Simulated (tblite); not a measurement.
Compound: C₃H₁₁OPSi₂.
Structure used (GFN2-xTB), in Å, numbered top down from 1:
```
atom  x, y, z in Å
C1     1.1837    1.8048   -0.7356
Si2    0.7239    0.2670    0.2869
P3     2.4082   -0.3057    1.6511
C4    -0.1509   -1.0926   -0.7554
C5    -1.6532   -0.7836   -0.7091
Si6   -2.0203    0.0400    0.9729
O7    -0.5292    0.6323    1.2895
H8     1.4729    2.6196   -0.0791
H9     0.3488    2.1454   -1.3398
H10    2.0197    1.5992   -1.3964
H11    3.2806   -0.5757    0.6122
H12    2.0500   -1.6381    1.7695
H13    0.0295   -2.0673   -0.2971
H14    0.2023   -1.1606   -1.7845
H15   -1.8934   -0.0785   -1.5073
H16   -2.2378   -1.6819   -0.9051
H17   -2.3368   -0.9097    2.0345
H18   -2.9069    1.1917    0.8813
```

Method: GFN2-xTB as coded in tblite; computed harmonic values from a numerical Hessian at the method's own geometry, unscaled. This tight-binding method is rough: wavenumbers can miss measured ones by several per cent, in bad cases by 10 to 20. Modes of hydrogen on phosphorus and silicon can be 10 to 20 % off. One conformer, not necessarily the lowest.

Harmonic wavenumbers (cm⁻¹): 55.5, 66.8, 80.1, 97.0, 123.7, 137.3, 179.7, 224.4, 308.4, 384.7, 475.0, 508.8, 579.5, 632.1, 643.5, 674.0, 686.5, 694.4, 732.0, 759.0, 769.6, 787.2, 811.2, 819.0, 836.2, 918.4, 1040.2, 1058.6, 1129.6, 1144.0, 1260.6, 1270.8, 1359.4, 1470.1, 1474.5, 1476.6, 1491.6, 2287.1, 2292.3, 2314.1, 2377.1, 2956.2, 2969.1, 2982.7, 2995.4, 3042.6, 3044.4, 3048.3.

A = 2257, B = 991.0, C = 925.2 MHz; mass 150.009 u (most abundant isotopes); point group C1, symmetry number 1.

Problem. Zero-point energy?

Solution. Half the sum of the wavenumbers: 28735 cm⁻¹ = 343.74 kJ/mol.

Problem. Give the ideal-gas entropy at 273.15 K and 1 bar in the rigid-rotor, harmonic-oscillator model (classical rotation).

Solution. Translation 169.53, rotation 122.05, vibration 132.25: S = 423.8 J/(mol K).

Problem. And Cp and H(273.15 K) − H(0)?

Solution. Cp = 163.60 J/(mol K), of which vibrations give 130.34 (their classical limit is 48 R = 399.1); H(273.15 K) − H(0) = 27.75 kJ/mol without the zero-point energy, 18.67 from vibrations.

Problem. Which modes carry the vibrational entropy at 273.15 K?

Solution. 55.5 cm⁻¹: 18.57; 66.8 cm⁻¹: 17.04; 80.1 cm⁻¹: 15.55; 97.0 cm⁻¹: 13.99; 123.7 cm⁻¹: 12.02; 137.3 cm⁻¹: 11.19 J/(mol K); the other 42 give 43.89 together.

Problem. What must be added to the electronic energy to get the Gibbs energy at 273.15 K and 1 bar?

Solution. ZPE + [H(273.15 K) − H(0)] − T·S = 343.74 + 27.75 − 115.77 = 255.72 kJ/mol.

Problem. Blend soft modes into free rotors: weight 1/[1 + (100 cm⁻¹/ν̃)⁴] for the oscillator and the rest for a rotor with moment μB/(μ + B), μ = h/(8π²ν), B = 10⁻⁴⁴ kg m². What vibrational entropy results?

Solution. 121.07 J/(mol K) in place of 132.25, which changes −T·S at 273.15 K by +3.06 kJ/mol.

Hindered rotation and anharmonicity are outside this model. Other conformers, if any are populated, would add a mixing term that is left out. The structure is chiral; the term R ln 2 for an equal mix with its mirror image is left out.

Time: 0.75 s wall. Hardware: an Arm Neoverse V2 with one thread, no GPU, on a shared host. The figure is for the frequency step alone.
